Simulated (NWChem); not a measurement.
Species: C$_{3}$H$_{2}$BrF; SMILES C=C=C(F)Br

Program: NWChem. All runs use the structure optimised with PBE0/def2-SVP.

Problem. What does the run give for PBE0/3-21G? Quantities: highest occupied level (eV); orbital gap (eV); dipole (D).

Solution. 
| Property | Result |
|---|---|
| highest occupied level (eV) | -7.03 |
| orbital gap (eV) | 6.09 |
| dipole (D) | 1.86 |
